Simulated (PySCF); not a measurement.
Exercise with solution: dipole moment from atomic charges

B(F)(Br)(NH2) (BBrFH2N), SMILES NB(Br)F. Atoms are numbered in the order given.

```xyz
6

B     -0.0671    -0.9452     0.0000
F     -1.2657    -1.5154     0.0000
Br     0.0294     0.9828     0.0000
N      1.0895    -1.7136     0.0000
H      2.0159    -1.3124     0.0000
H      1.0554    -2.7251     0.0000
```

Geometry: PBE0-D3(BJ)/def2-SVP. Other conformers were not sampled.

Charges (e) from PySCF with PBE0/def2-TZVPD:

```
atom  ESP fit     IAO
----  -------  ------
B1      0.471   0.436
F2     -0.211  -0.327
Br3    -0.163  -0.094
N4     -0.889  -0.611
H5      0.376   0.302
H6      0.416   0.294
```

The dipole moment of the full density is 2.83 D.

Task: What dipole moment does each set of point charges give, and which comes closer to that of the density?

Result: 
μ = Σ q r, and 1 e Å = 4.8032 D.
ESP fit: Σ q r = (0.459, -0.389, 0.000) e Å, |μ| = 2.89 D.
IAO: Σ q r = (0.635, -0.159, 0.000) e Å, |μ| = 3.15 D.
ESP fit comes closer in size. Point charges leave out the atoms' own dipoles (lone pairs, polarised bonds); fits to the potential absorb them, partitions of the density don't.
